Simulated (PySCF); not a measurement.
## Exercise with solution: oscillator strength and radiative lifetime

B(AsH2)2(F) (As2BFH4), SMILES [AsH2]B(F)[AsH2].

Coordinates come from a B3LYP-D3(BJ)/def2-SVP optimisation. This is a generated structure with no PubChem entry under its InChIKey; it may be hypothetical.

TDA-M06-2X/def2-SVPD in PySCF 2.14.0 puts the first singlet state with f over 0.02 at 5.66 eV (vertical), with the transition dipole (-0.758, -0.056, 0.000) in atomic units.

Task: Find the oscillator strength, the wavelength and the radiative lifetime that this transition would have in vacuum if emission retraced absorption.

Result: 
|μ|² = 0.5777 au, so |μ| = 1.93 D. ΔE = 5.66/27.211 = 0.2080 hartree. f = (2/3) ΔE |μ|² = 0.080 (the program prints 0.080).
λ = 1239.84/5.66 = 219 nm; ν = 45651 cm⁻¹.
Einstein's coefficient A = 0.6670 ν² f s⁻¹ (ν in cm⁻¹) = 1.1e8 s⁻¹, so τ = 1/A = 9.0 ns. This state is S2; the lower singlet has f = 0.005. The figure is the radiative limit of this one transition; relaxation, internal conversion, crossing to triplets and a medium change what is measured.
